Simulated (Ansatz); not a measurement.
A structure relaxed at PBE0-D4/def2-TZVP, charge 0, multiplicity 1:

```xyz
15

Si   -0.746   -2.007   -0.659
Si   -0.736   -0.537    1.167
O    -0.049    0.963    0.809
C    -0.509    1.639   -0.377
S     0.493    1.110   -1.785
In    2.255    1.038   -0.058
H     0.621   -2.308   -1.147
H    -1.349   -3.269   -0.132
H    -1.616   -1.504   -1.751
H    -2.127   -0.290    1.637
H     0.086   -1.041    2.296
H    -0.400    2.707   -0.183
H    -1.564    1.417   -0.565
H     2.674    2.582    0.558
H     2.968   -0.501    0.192
```

Q: Give its formula and SMILES.

A: CH9InOSSi2, `[SiH3][SiH2]OC[S][InH2]`.

Q: Point group (tolerance 0.08 Å, 0.16 Å for H)?

A: C1.

Q: Summarise the bond lengths by kind.

A: 1 × Si–Si 2.345 Å; 5 × H–Si 1.482 to 1.494 Å; 1 × O–Si 1.688 Å; 1 × C–O 1.441 Å; 1 × C–S 1.807 Å; 2 × C–H 1.091 to 1.094 Å; 1 × In–S 2.469 Å; 2 × H–In 1.714 to 1.715 Å.

Computed with Ansatz.
